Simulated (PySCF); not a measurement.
Bond length, frequency and bond energy of RbBi by level of theory

State: ³Σ⁻ (triplet), unpaired electrons π ↑↑. Set-up: basis Rb def2-SVPD with ECP28, Bi def2-SVPD with ECP60; scalar-relativistic core potentials; PySCF 2.14. De refers to Rb + Bi in their high-spin ground configurations, without counterpoise correction. The functionals are run spin-unrestricted. A positive dipole means Rb(−)Bi(+).

```json
{"Level": "ROHF", "Re (Å)": "3.634", "ωe (cm⁻¹)": "95.1", "De (eV)": "0.056", "μ (D)": "-11.43"}
{"Level": "ROHF-MP2", "Re (Å)": "3.575", "ωe (cm⁻¹)": "96.9", "De (eV)": "0.61", "μ (D)": "n/a"}
{"Level": "ROHF-SCS-MP2", "Re (Å)": "3.592", "ωe (cm⁻¹)": "95.3", "De (eV)": "0.60", "μ (D)": "n/a"}
{"Level": "PBE", "Re (Å)": "3.576", "ωe (cm⁻¹)": "90.4", "De (eV)": "1.12", "μ (D)": "-7.87"}
{"Level": "PBEsol", "Re (Å)": "3.531", "ωe (cm⁻¹)": "94.2", "De (eV)": "1.19", "μ (D)": "-8.06"}
{"Level": "TPSS", "Re (Å)": "3.583", "ωe (cm⁻¹)": "91.1", "De (eV)": "1.19", "μ (D)": "-8.65"}
{"Level": "r²SCAN", "Re (Å)": "3.591", "ωe (cm⁻¹)": "90.8", "De (eV)": "1.02", "μ (D)": "-9.05"}
{"Level": "PBE0", "Re (Å)": "3.556", "ωe (cm⁻¹)": "94.2", "De (eV)": "1.02", "μ (D)": "-8.92"}
{"Level": "B97-3", "Re (Å)": "3.586", "ωe (cm⁻¹)": "93.0", "De (eV)": "1.17", "μ (D)": "-9.14"}
{"Level": "HSE06", "Re (Å)": "3.560", "ωe (cm⁻¹)": "94.0", "De (eV)": "1.08", "μ (D)": "-8.83"}
```

(1) What does a quarter of exact exchange do here, going from PBE to PBE0?

(2) What does second-order correlation do here, going from ROHF to ROHF-MP2?

Correlated steps freeze 4 core orbitals. Correlated levels converge slowly with the basis: in double zeta they bind strong bonds too weakly, by up to about 1 eV, and carry superposition errors of some tenths. These are scalar-relativistic numbers at best; spin–orbit coupling would shift them, the dissociation energy most. The state was picked by a PBE0 search and need not be the measured ground state.

The whole job (state search and all levels along the bond) took about 3.2 min on 1 thread of Arm Neoverse V1 (shared host), peak memory 0.88 GiB.

Results:

(1) PBE0 less PBE: -2.0 pm in Re, +4.2 % in ωe, -0.10 eV in De. Exact exchange removes part of the self-interaction that spreads semilocal densities, and in most molecules shortens and stiffens the bond and lowers De; so it does here.

(2) ROHF-MP2 less ROHF: -5.9 pm in Re, +1.9 % in ωe, +0.55 eV in De. Correlation nearly always deepens the well. The bond shortens, as in weak, metallic or heavy-atom bonds, where dispersion and the correlation of outer-core electrons pull the atoms together.
